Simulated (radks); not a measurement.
Spherical quantum dot in the effective-mass picture: electrons in a well V = -V0 / (1 + exp((r - R)/a)) with V0 = 8.14, R = 5.2, a = 0.46, all in effective atomic units (hartree* = m*/eps^2 hartree, bohr* = eps/m* bohr), one dielectric constant everywhere. Calculated with a radial shooting solver with Libxc functionals: non-relativistic Kohn-Sham, PBEsol, spin-polarised, spherical densities. Levels are named by radial order and angular momentum (1s, 1p, 1d, 2s, ...), and open shells are averaged over m.

N = 15, configuration 1s2 1p6 1d(up 5, down 2). This is the lowest configuration that the search found. Occupied levels:

level,occupation,eigenvalue (hartree*),<r> (bohr*)
1s up,1,-3.8704,3.114
1s down,1,-3.8399,3.091
1p up,3,-3.7440,3.297
1p down,3,-3.7111,3.287
1d up,5,-3.5373,3.455
1d down,2,-3.5028,3.451

Energy (hartree*): total -84.1253, kinetic 6.5997, external -116.89, Hartree 30.732, exchange-correlation -4.5645.
